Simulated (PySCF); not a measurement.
As2, charge +1, multiplicity 2. Atoms are numbered in the order given.

```xyz
2

As     0.0000     0.0000    -1.1108
As     0.0000     0.0000     1.1108
```
Charge +1, spin multiplicity 2.

The structure is a stationary point at PBE-D3(BJ)/def2-TZVP. The multiplicity is an assumed one; other spin states were not compared.

These are PBE-D3(BJ)/def2-TZVP in PySCF 2.14.0 values and carry that method's errors.

Frequencies are harmonic and unscaled.

```tsv
mode	ν (cm⁻¹)	IR (km/mol)	moving atoms (share of kinetic energy)
1	375	0.0	As 100 %
```
